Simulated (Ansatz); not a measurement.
`CO[SiH](C)N` + `BC(C)F` → `BC(F)CC` + `C[SiH](N)O`  (formal exchange of groups at a C–O bond)

Isolated molecules relaxed with PBE0-D4/def2-TZVP in Ansatz; ΔE leaves out vibrations. CBS: MP2 limit from def2 TZ/QZ plus the TZ coupled-cluster correction, frozen cores. DFT in def2-TZVPP. B3LYP here is the variant with VWN-RPA as its local correlation; programs differ in this. Each species was taken in one conformer, which may not be the lowest.

(1) Is it downhill or uphill in electronic energy at CCSD(T)/CBS, and by how much? (Best estimate.)

(2) What do these levels give: r2SCAN-D4, PBE0-D4, B3LYP-D4, ωB97M-V, B2PLYP, PBE, r2SCAN, PBE0, MP2/def2-TZVPP, SCS-MP2/def2-TZVPP, CCSD/def2-TZVPP, MP2/def2-QZVPP? (Best estimate.)

Largest T1 diagnostic among the species: 0.010.

## Answers

(1) Ansatz gave: Downhill: ΔE = -54.7 kJ/mol.

(2) Computed: r2SCAN-D4 -50.3, PBE0-D4 -51.2, B3LYP-D4 -44.4, ωB97M-V -50.7, B2PLYP -48.9, PBE -49.9, r2SCAN -50.6, PBE0 -51.8, MP2/def2-TZVPP -57.1, SCS-MP2/def2-TZVPP -52.1, CCSD/def2-TZVPP -52.1, MP2/def2-QZVPP -58.2 kJ/mol.

In def2-TZVPP, CCSD(T) changes the Hartree–Fock value by −10.7 kJ/mol (the triples alone add −0.6 kJ/mol) and MP2 by −15.1 kJ/mol.
